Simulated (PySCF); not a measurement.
PySCF 2.14 output of an unrestricted PBE0 calculation on a single atom or ion in aug-cc-pwCVQZ (10s9p7d5f3g, 134 functions), with the non-relativistic Hamiltonian (point nucleus):

```
SCF conv_tol = 1e-09
number electrons alpha = 7  beta = 5
    C. Adamo and V. Barone.,  J. Chem. Phys. 110, 6158 (1999)
    M. Ernzerhof and G. E. Scuseria.,  J. Chem. Phys. 110, 5029 (1999)
cycle= 1 E= -241.627923064015  delta_E= -0.00435  |g|= 0.0118  |ddm|= 1.51
cycle= 2 E= -241.627961589602  delta_E= -3.85e-05  |g|= 0.00573  |ddm|= 0.416
cycle= 3 E= -241.627965588128  delta_E= -4e-06  |g|= 0.000491  |ddm|= 0.162
cycle= 4 E= -241.62796581449  delta_E= -2.26e-07  |g|= 4.98e-05  |ddm|= 0.0143
cycle= 5 E= -241.627965822534  delta_E= -8.04e-09  |g|= 4.38e-06  |ddm|= 0.00294
cycle= 6 E= -241.62796582259  delta_E= -5.55e-11  |g|= 2.16e-07  |ddm|= 0.000262
converged SCF energy = -241.62796582259  <S^2> = 2.0000351  2S+1 = 3.0000234
```

The run itself started from symmetry-adapted Hartree-Fock orbitals and held the occupation by maximum overlap, on a logarithmic radial grid, so the iterations belong to that start.

Problem. Which element, charge and spin multiplicity is this?

Solution. Al+ (aluminium, charge +1), multiplicity 3; the state was [Ne] 3s1 4s1, high-spin 3S determinant (an excited configuration).

The outer electron is Rydberg-like, and this basis confines it to a smaller radius and binds it less than a complete one would.
